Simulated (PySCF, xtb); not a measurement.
Ga(F)(OH)(NH2) (FGaH3NO), SMILES [Ga]([F])([NH2])[OH]. The values are those of a single conformer.

Harmonic wavenumbers (cm⁻¹) from GFN2-xTB in xtb at its own minimum, in rising order: 113, 151, 153, 202, 307, 440, 505, 546, 614, 626, 711, 1403, 3338, 3379, 3592.

What does PBE0-D3(BJ)/def2-SVP run with PySCF give at its own minimum? (An estimate is asked for; the answer gives what the named calculation found.)

129, 161, 187, 218, 306, 360, 673, 727, 751, 776, 840, 1512, 3639, 3752, 3916. Paired by order, the mean absolute difference is 135 cm⁻¹ and the zero-point energies are 23.0 and 25.7 kcal/mol.
